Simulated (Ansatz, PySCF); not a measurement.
Zn(Et)(OH) cation (C₂H₆OZn), SMILES [OH][Zn][CH2]C (connectivity only; charge and spin as stated), charge +1, multiplicity 2. Atoms are numbered in the order given.

```xyz
10

Zn     0.0102     0.2544     0.4527
C     -0.3520    -0.9706    -1.2539
C     -1.8126    -0.7578    -1.3745
H      0.0181    -1.9274    -0.8491
H      0.3229    -0.4698    -1.9678
H     -2.1079     0.2722    -1.6313
H     -2.4067    -1.1549    -0.5357
H     -2.1204    -1.3732    -2.2601
O      0.0293     1.2949     1.8631
H      0.8817     1.5096     2.2668
```
Charge +1, spin multiplicity 2.

Geometry: ωB97X-D3(BJ)/def2-SVP. The spin state was assumed, not searched. The isomer is the one that the SMILES or the coordinates give; other isomers of the formula were not compared. Other conformers were not sampled.

Two levels are set side by side: PBE-D3(BJ)/def2-SVP (Ansatz, an electronic-structure program) and ωB97X-D3(BJ)/def2-SVP (PySCF). Each level has its own optimised geometry; the coordinates shown are those of the second. Frequencies come from the Hessian of PySCF at each geometry. Differences are taken from unrounded values.

| quantity | ωB97X-D3(BJ) | PBE-D3(BJ) | PBE-D3(BJ) minus ωB97X-D3(BJ) |
|---|---|---|---|
| mean bond length (Å) | 1.318 | 1.321 | 0.003 |
| bond Zn1–C2 (Å) | 2.132 | 2.044 | -0.088 |
| bond Zn1–O9 (Å) | 1.753 | 1.803 | 0.050 |
| bond C2–C3 (Å) | 1.481 | 1.483 | 0.002 |
| bond C2–H4 (Å) | 1.103 | 1.110 | 0.007 |
| bond C2–H5 (Å) | 1.103 | 1.117 | 0.014 |
| bond C3–H6 (Å) | 1.102 | 1.108 | 0.006 |
| bond C3–H7 (Å) | 1.102 | 1.110 | 0.008 |
| bond C3–H8 (Å) | 1.121 | 1.129 | 0.008 |
| bond O9–H10 (Å) | 0.967 | 0.983 | 0.015 |
| highest harmonic wavenumber (cm⁻¹) | 3880 | 3656 | -223 |
| mean harmonic wavenumber (cm⁻¹) | 1359 | 1316 | -43 |
| zero-point energy (kcal/mol) | 46.64 | 45.15 | -1.49 |
